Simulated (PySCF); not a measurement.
This PySCF input asks for the NMR shieldings of `CN(CCC)[SiH]([SiH3])[SiH3]`, C4H17NSi3; the geometry comes from GFN2-xTB.

```python
import basis_set_exchange as bse
import numpy as np
from pyscf import gto, dft
from pyscf.prop import nmr

atoms = """
C     3.358298   -0.726198   -0.404585
C     1.915031   -0.751873    0.079764
C     1.347923    0.664271    0.221481
N    -0.053885    0.723275    0.550040
C    -0.358254    0.281565    1.886818
Si   -1.259238    0.614426   -0.695569
Si   -1.582994   -1.538695   -1.540583
Si   -3.158049    1.661027    0.124912
H     3.424399   -0.248054   -1.379523
H     3.984276   -0.171134    0.290936
H     3.751986   -1.736358   -0.489015
H     1.863746   -1.264150    1.042714
H     1.296670   -1.306876   -0.630043
H     1.911857    1.201141    0.995517
H     1.486134    1.195288   -0.722643
H    -1.381601    0.558211    2.138156
H     0.315194    0.767542    2.597933
H    -0.259686   -0.804141    2.010477
H    -0.636283    1.443900   -1.754150
H    -2.909709   -1.689115   -2.148195
H    -1.491402   -2.572966   -0.499557
H    -0.619772   -1.964735   -2.566086
H    -3.948919    2.204208   -0.981852
H    -2.962867    2.768804    1.065259
H    -4.043788    0.714783    0.816927
"""
names = dict.fromkeys(["C", "N", "Si", "H"], "pcSseg-1")
basis = {el: gto.basis.parse(bse.get_basis(n, elements=[el], fmt="nwchem")) for el, n in names.items()}
mol = gto.M(atom=atoms, basis=basis, charge=0, verbose=0)
mf = dft.RKS(mol, xc="PBE0")
mf.grids.level = 2
mf.grids.alignment = dft.numint.BLKSIZE   # the property module wants whole blocks of grid points
mf.conv_tol = 1e-9
mf.kernel()

calc = nmr.RKS(mf)   # GIAO
C = mf.mo_coeff
Co = C[:, mf.mo_occ > 0]
resp = mf.gen_response(singlet=True, hermi=2)
def vind(x):   # induced exchange potential for any number of trial vectors
    d = np.einsum("pi,xij,qj->xpq", C, 2 * x.reshape(-1, C.shape[1], Co.shape[1]), Co, optimize=True)
    return np.einsum("xpq,pi,qj->xij", resp(d - d.transpose(0, 2, 1)), C, Co, optimize=True).ravel()
mo1, _ = nmr.rhf.solve_mo1(calc, with_cphf=vind)
sigma = calc.kernel(mo1)
for i, s in enumerate(sigma):   # ppm
    w = np.linalg.eigvalsh((s + s.T) / 2)
    print("%2d %-2s iso %8.1f  s11 %8.1f  s22 %8.1f  s33 %8.1f" % (i, mol.atom_pure_symbol(i), w.mean(), *w))
```

**Question.** What are the results?

**Answer.** 
```
 0 C  iso    173.9  s11    164.7  s22    168.4  s33    188.6
 1 C  iso    161.8  s11    145.2  s22    167.0  s33    173.3
 2 C  iso    123.2  s11     97.9  s22    109.9  s33    161.9
 3 N  iso    247.9  s11    215.7  s22    233.6  s33    294.5
 4 C  iso    147.0  s11    123.2  s22    134.3  s33    183.6
 5 Si iso    386.2  s11    320.0  s22    345.9  s33    492.9
 6 Si iso    476.9  s11    460.3  s22    478.8  s33    491.5
 7 Si iso    466.0  s11    438.6  s22    474.7  s33    484.7
 8 H  iso     30.9  s11     26.3  s22     29.5  s33     36.9
 9 H  iso     31.0  s11     26.3  s22     28.9  s33     37.8
10 H  iso     30.5  s11     25.7  s22     27.7  s33     38.0
11 H  iso     29.9  s11     24.6  s22     31.3  s33     33.6
12 H  iso     30.7  s11     24.6  s22     30.9  s33     36.7
13 H  iso     29.0  s11     23.7  s22     29.6  s33     33.7
14 H  iso     28.8  s11     23.8  s22     29.7  s33     33.0
15 H  iso     29.3  s11     23.8  s22     29.5  s33     34.5
16 H  iso     29.4  s11     25.6  s22     26.3  s33     36.3
17 H  iso     28.8  s11     24.9  s22     27.0  s33     34.6
18 H  iso     26.3  s11     23.6  s22     25.2  s33     30.1
19 H  iso     28.6  s11     24.6  s22     26.5  s33     34.7
20 H  iso     28.2  s11     25.1  s22     27.0  s33     32.4
21 H  iso     28.3  s11     24.7  s22     26.8  s33     33.4
22 H  iso     28.4  s11     25.0  s22     25.8  s33     34.3
23 H  iso     28.1  s11     24.4  s22     26.3  s33     33.6
24 H  iso     28.1  s11     24.8  s22     26.4  s33     33.1
```

These numbers come from an equivalent density-fitted implementation of the same equations, which agrees with the script to about 0.01 ppm for H and up to a few tenths of a ppm for heavy atoms, so last digits may differ.

**Question.** Turn these shieldings into chemical shifts. δ = σ(ref) − σ, references computed at the same level: TMS for ¹³C (σ = 186.93 ppm) and ²⁹Si (σ = 349.16 ppm) and ¹H (σ = 31.72 ppm); ¹⁵N (σ = 267.73 ppm) vs NH3.

**Answer.** Averaging equivalent atoms: C 2: 63.7; C 4: 39.9; C 1: 25.1; C 0: 13.0; N 3: 19.8; Si 5: -37.1; Si 6/7: -122.3; H 18: 5.40; H 19/20/21/22/23/24: 3.44; H 13/14: 2.80; H 15/16/17: 2.55; H 11/12: 1.43; H 8/9/10: 0.92 ppm. Experimental scales use liquid or dissolved standards, which lie at an offset from isolated NH3 (liquid NH3: subtract about 20 ppm).

Size and cost of the density-fitted run: 242 basis functions, 100 s wall time on 1 thread of an Arm Neoverse N1, shared host; peak memory 1.1 GiB.
